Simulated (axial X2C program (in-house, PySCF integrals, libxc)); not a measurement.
# CoSi along the bond: PBE0, scalar-relativistic

Computed with an in-house relativistic program for diatomic molecules. Spin-free means the one-electron spin-free X2C Hamiltonian. Basis: Co dyall-cv3z [9s10p6d3f2g], Si dyall-v3z [8s7p2d1f] (cores contracted in-house); Gaussian nuclei, density fitting, unrestricted open shells. Masses: Co 58.933 u, Si 27.977 u.

State: M_S = 1/2, Λ = 3 (beyond evenly filled blocks: σα, π+β, δ+α, δ+β, δ-α). Dipoles are positive if Si is the positive end.

Results along the bond:

| R (Å) | μ (D) | HOMO (eV) | LUMO (eV) | ⟨S²⟩ |
| --- | --- | --- | --- | --- |
| 1.967 | -2.377 | -4.72 | -2.71 | 1.948 |
| 2.058 | -2.391 | -4.78 | -2.76 | 1.987 |
| 2.125 | -2.388 | -4.81 | -2.79 | 2.016 |
| 2.193 | -2.373 | -4.85 | -2.82 | 2.045 |
| 2.261 | -2.346 | -4.89 | -2.86 | 2.074 |
| 2.340 | -2.301 | -4.93 | -2.91 | 2.108 |
| 2.419 | -2.241 | -4.97 | -2.96 | 2.141 |
| 2.521 | -2.147 | -5.03 | -3.03 | 2.183 |
| 2.645 | -2.013 | -5.09 | -3.13 | 2.237 |
| 2.826 | -1.804 | -5.18 | -3.26 | 2.316 |

One determinant describes the state; a PBE0 search over occupations chose it and may have missed a lower one. Other states lie close and PBE0, whose exact exchange favours high spin, may order them wrongly; the determinant shown need not be the ground state. The nearest other spin-free determinant of the search, M_S = 3/2, Λ = 1, lies 0.05 eV up at the distance of the search. The functionals have no current-density term, which raises determinants with orbital currents, atoms included. With several unpaired electrons one determinant need not be a pure state. The determinant is spin-polarised beyond a pure state at some levels (its spin-free form has ⟨S²⟩ too high), which makes Re and μ there less reliable.
